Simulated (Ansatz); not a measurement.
Job for Ansatz (a program for electronic structure): U-r2SCAN/def2-TZVPP on TeMo, 2S+1 = 5, a spin state set in the input, which need not be the lowest, a point of a bond scan (R = 2.535 Å). Elements past Kr take the def2 small-core potentials; no spin–orbit coupling.

Ansatz 0.2 input:
```yaml
crystal:
  periodic: [false, false, false]
  atoms:
    - {symbol: Mo, position_ang: [0.00000000, 0.00000000, 0.00000000]}
    - {symbol: Te, position_ang: [0.00000000, 0.00000000, 2.53546400]}
basis:
  gaussian:
    orbitals: def2-TZVPP
    pivot_positions_ang: [[0.00000000, 0.00000000, 0.00000000], [0.00000000, 0.00000000, 2.53546400]]
hamiltonian:
  xc: {name: r2SCAN}
magnetization: {spin_polarized: true, initial_magnetization: 4}
output: {forces: true, orbitals: {seedname: ./end}}
```

Output:

```
WARN ansatz: RAYON_NUM_THREADS=1 ignored (pool sized by the plan → 1); use --threads N
Functional definition: r2SCAN
integrals: 0.03 GiB planned
685 factors; their error is unknown
mean field: 0.38 GiB planned
mean field evaluation 1: about -9143.4949 eV, gradient 4.1e1 eV
mean field evaluation 2: about -9043.4180 eV, gradient 1.0e2 eV
mean field evaluation 4: about -9141.0233 eV, gradient 4.4e1 eV
mean field evaluation 8: about -9152.2875 eV, gradient 4.5e-2 eV
mean field evaluation 16: about -9139.0654 eV, gradient 6.9e1 eV
mean field evaluation 32: about -9143.0850 eV, gradient 7.2e1 eV
mean field evaluation 64: about -9152.1591 eV, gradient 2.7e-3 eV
mean field evaluation 96: about -9152.0896 eV, gradient 5.3e0 eV
mean field evaluation 128: about -9152.1591 eV, gradient 5.0e-5 eV
mean field evaluation 160: about -9150.6416 eV, gradient 1.4e-3 eV
mean field evaluation 192: about -9151.0327 eV, gradient 1.5e-3 eV
mean field evaluation 224: about -9149.4487 eV, gradient 1.3e1 eV
mean field -9152.15911054 eV, -336.3356437561 hartree, gradient 2.1e-5 eV, S^2 6.520547; 16 other end points of the search recorded, 0 dependent functions left out
the calculation of the forces begins
reference -9152.15913075 eV, -336.3356444990 hartree; 21, 17 occupied and 85, 89 virtual orbitals, 685 factors
Total energy: -9152.15913075 eV, -336.3356444990 hartree
Atom 0 at     0.000000     0.000000     0.000000 Å, force     0.000000     0.000000     0.157204 eV/Å
Atom 1 at     0.000000     0.000000     2.535464 Å, force    -0.000000    -0.000000    -0.157204 eV/Å
Dipole moment:    -0.000000     0.000000    -0.830556 e Å
```

The calculation finished and met its thresholds. Its determinant has ⟨S²⟩ = 6.52, a mixture of spin states.

Cost: very roughly 50 core-seconds.
